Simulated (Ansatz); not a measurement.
Ansatz (an electronic-structure program) input (RI-MP2/cc-pV(T+d)Z):
A basis named .json is the Basis Set Exchange file of that set.

Ansatz 0.2 input:
```yaml
crystal:
  periodic: [false, false, false]
  atoms:
    - {symbol: Si, position_ang: [1.50046285, 0.68430270, 0.00228477]}
    - {symbol: C, position_ang: [0.33424233, -0.78273079, -0.14587865]}
    - {symbol: Si, position_ang: [-1.48186652, -0.32383711, 0.05284199]}
    - {symbol: H, position_ang: [1.21581750, 1.69634556, -1.05012158]}
    - {symbol: H, position_ang: [1.38288233, 1.32204068, 1.34104461]}
    - {symbol: H, position_ang: [0.59286533, -1.52715795, 0.61201632]}
    - {symbol: H, position_ang: [0.47171270, -1.25571829, -1.12201755]}
    - {symbol: H, position_ang: [-1.87323708, 0.65442861, -0.98867495]}
    - {symbol: H, position_ang: [-1.70735597, 0.28277585, 1.38554882]}
    - {symbol: H, position_ang: [-2.34848746, -1.52284793, -0.07429836]}
basis:
  gaussian:
    orbitals: cc-pV_T+d_Z.json
    fitting: {mean_field: def2-universal-jkfit, correlation: cc-pVTZ-RIFIT.json}
magnetization: {spin_polarized: true, initial_magnetization: 1}
correlation: {method: mp2, electrons: outside_noble_gas}
```

Output:

```
Functional definition: HF
integrals: 0.19 GiB planned
457 factors; integrals over basis functions are off by at most 1.1e0 eV
535 factors; integrals over basis functions are off by at most 7.3e-1 eV
mean field: 0.68 GiB planned
mean field evaluation 1: about -16863.5410 eV, gradient 1.8e1 eV
mean field evaluation 2: about -16865.6221 eV, gradient 7.8e0 eV
mean field evaluation 4: about -16866.0936 eV, gradient 5.2e-1 eV
mean field evaluation 8: about -16866.1003 eV, gradient 2.2e-6 eV
mean field -16866.10025471 eV, -619.8177521072 hartree, gradient 2.2e-6 eV, S^2 0.754561; 0 other end points of the search recorded, 0 dependent functions left out
11 core orbitals not correlated
reference -16866.10025471 eV, -619.8177521072 hartree; 10, 9 occupied and 185, 186 virtual orbitals, 535 factors
second order -11.28118985 eV of doubles, -0.00000000 eV of singles
Total energy: -16877.38144456 eV, -620.2323281876 hartree
```

It need not be the lowest isomer of its formula.
